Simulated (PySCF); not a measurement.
Br (SMILES [Br]), doublet.

Here is a job for PySCF.
```python
from pyscf import gto, scf, dft

mol = gto.M(
    atom='''
Br    0.00000000    0.00000000    0.00000000
''',
    basis='def2-svp',
    spin=1,
    verbose=3,
)

mf = dft.UKS(mol)
mf.xc = 'wb97x_v'
mf.kernel()
```

Problem. What does this run give for the number of basis functions, total energy?

Solution. 
The number of basis functions comes out as 32 and the total energy is -2573.5615 Eh.

These values belong to the state on which the SCF converged, which isn't shown to be the lowest.
